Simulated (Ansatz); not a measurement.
CH5FN2Si can be A, `N=C[SiH](N)F`, or B, `C=N[SiH](N)F`.

Gas-phase electronic energies from Ansatz, PBE0-D4/def2-TZVP geometries. CCSD(T)/CBS is the MP2 limit (def2-TZVPP, def2-QZVPP) plus CCSD(T) − MP2 in def2-TZVPP, frozen cores. DFT in def2-TZVPP. B3LYP here is the variant with VWN-RPA as its local correlation; programs differ in this. One conformer a species, not always the lowest.

Question: Which is lower in electronic energy at CCSD(T)/CBS, and by how much? (An estimate is asked.)

Answer: Ansatz gave: B, by 55.3 kJ/mol.

Question: Give E(B) − E(A) in kJ/mol with CCSD(T)/def2-SVP, r2SCAN-D4, B3LYP, MP2/def2-TZVPP, HF/def2-TZVPP, PBE-D4, CCSD/def2-TZVPP. (Best estimate.)

Answer: Ansatz gave: CCSD(T)/def2-SVP -49.6, r2SCAN-D4 -55.5, B3LYP -56.6, MP2/def2-TZVPP -59.1, HF/def2-TZVPP -69.1, PBE-D4 -47.5, CCSD/def2-TZVPP -56.3. None reverses the order clearly.

Question: Does the order hold for the free energy at 298.15 K (harmonic terms from PBE0-D4)? (Best estimate.)

Answer: Computed: Yes: G(B) − G(A) = -61.3 kJ/mol, for one conformer each.

Largest T1 diagnostic: 0.012.

From PBE to PBE0 (25 % exact exchange), in def2-TZVPP and without D4, E(B) − E(A) moves by −5.0 kJ/mol. At CCSD(T), def2-SVP lies +5.7 kJ/mol from the extrapolated value and def2-TZVPP +1.0 kJ/mol.
